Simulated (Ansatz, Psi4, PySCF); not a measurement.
Br3Sn (SMILES [Br][Sn]([Br])[Br]), doublet, at a GFN2-xTB geometry (such geometries of metal compounds can be far from the true shape) (the spin is typed, not shown lowest) (all electrons, no relativity). Base run: PBE/STO-3G (PySCF).

Geometry (Å):
```xyz
4

Sn    -0.3056     0.2708     0.5571
Br    -1.6968    -1.6447    -0.5391
Br     0.1009     2.0207    -1.3346
Br     2.0324    -0.7629     1.0780
```
Charge 0, spin multiplicity 2.
Orbitals are unrestricted.
All else is at PySCF's defaults.

The same geometry, method and basis name were run in Ansatz (an electronic-structure program) and Psi4 and PySCF, at each program's defaults and at the settings that a row names. The base is PySCF at its defaults. Differences at the defaults can come from grids, fitting, cores and function types together.

| code and settings | ΔE vs base (µEh) | basis functions | E (Eh) | SCF cycles | dipole (D) |
|---|---|---|---|---|---|
| PySCF, defaults (exact integrals, its default grid, spherical functions) | 0.0 | 81 | -13601.53977 | 8 | 1.84 |
| Ansatz, defaults (factorised integrals, its default grid, spherical functions) | 7.4 | 81 | -13601.53976 | - | - |
| PySCF, fine grid | 0.7 | 81 | -13601.53977 | 8 | 1.84 |
| Psi4, exact integrals, spherical functions, fine grid | 68.1 | 81 | -13601.53970 | 10 | 1.84 |
| Ansatz, high accuracy | 7.0 | 81 | -13601.53976 | - | - |

Open shells are given as the SCF converged; they aren't shown to be the lowest states, and a large step between rows can be another state.
